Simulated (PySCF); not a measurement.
S: excitation energy

S [Ne] 3s2 3p4 (3P) → S [Ne] 3s1 3p4 4s1 (5P), as a difference of total energies. Computed with PySCF 2.14 in dyall-acv3z (19s12p6d4f, 113 functions), with scalar relativity by spin-free X2C-1e. Correlated levels: valence: [Ne] frozen; valence and next inner shell: 1s2 frozen; virtual orbitals above 40 to 60 times the deepest correlated orbital energy dropped. The calculations carry no spin-orbit coupling.

```
                                method  excitation energy (eV)
                                   UHF                  16.372
                                   LDA                  16.999
                                   PBE                  16.856
                                  PBE0                  17.043
                                r2SCAN                  16.706
                                  BLYP                  17.009
                             BHandHLYP                  17.413
                                revPBE                  16.774
                         MP2 (valence)                  16.738
                     SCS-MP2 (valence)                  16.918
    MP2 (valence and next inner shell)                  16.831
SCS-MP2 (valence and next inner shell)                  16.984
```

Q: How much does correlation contribute at MP2 (valence and next inner shell)?

A: 16.831 − (16.372) = 0.459 eV, measured against UHF.

The upper state lies above the first ionisation limit, where it may autoionise and the basis confines it. A Rydberg-like electron needs more diffuse functions than a valence basis has.

The promoted electron is Rydberg-like, and one or two diffuse shells describe it only roughly, which tends to raise the upper state.
